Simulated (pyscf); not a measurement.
Elementary routes open to Cl–GeH₃ + GeH₂ [singlet] in the gas phase (singlet surface):
A. GeH₄ + Cl–GeH: [singlet] (Cl–Ge, Ge–H broken; Ge–H, Cl–Ge formed)
B. Cl–GeH₂–GeH₃ (Cl–Ge broken; Ge–Ge, Cl–Ge formed)

Structures and frequencies: ωB97X-D3(BJ)/def2-SVP in PySCF. Correlated levels are frozen-core, on RHF or UHF. ΔMP2 is the change of the MP2 total energy from the triple- to the quadruple-zeta basis.

**Question.** Rank the routes by free-energy barrier at 900 K, lowest first, for CCSD(T)/def2-TZVPP + ΔMP2(QZVPP) energies (ideal gas, 1 atm, RRHO with modes under 100 cm⁻¹ raised to 100, one conformer, R ln 2 for chiral ones without a mode under 150 cm⁻¹).

**Answer.** B (31.8 kcal/mol), A (35.3 kcal/mol)

Route B is the fastest of these, ahead of the next by 3.5 kcal/mol. The most stable products are those of B (ΔG = -17.3 kcal/mol), so kinetics and thermodynamics agree. At 298 K B is still the fastest. A: On the reactant side the descent ends in an adduct with a Cl–Ge contact, 13.6 kcal/mol under the separated species and 11.0 kcal/mol under the saddle at ωB97X-D3(BJ)/def2-TZVP. On the product side the descent ends in a bound adduct, 8.2 kcal/mol under the separated species and 19.4 kcal/mol under the saddle at ωB97X-D3(BJ)/def2-TZVP. B: On the reactant side the descent ends in an adduct with a Cl–Ge contact, 12.8 kcal/mol under the separated species and 7.3 kcal/mol under the saddle at ωB97X-D3(BJ)/def2-TZVP. Only these routes are compared; each barrier is that of the saddle found, and lower ones may exist. The CCSD(T) − MP2 part came from Ansatz, without density fitting, on the same reference. The frozen core leaves the outer d or s,p core shells of the metals and heavy elements correlated in the MP2 and CC values, and def2-TZVPP describes them poorly, which can shift differences by a few kcal/mol. Elements up to Kr have no core potential and no relativistic terms here.
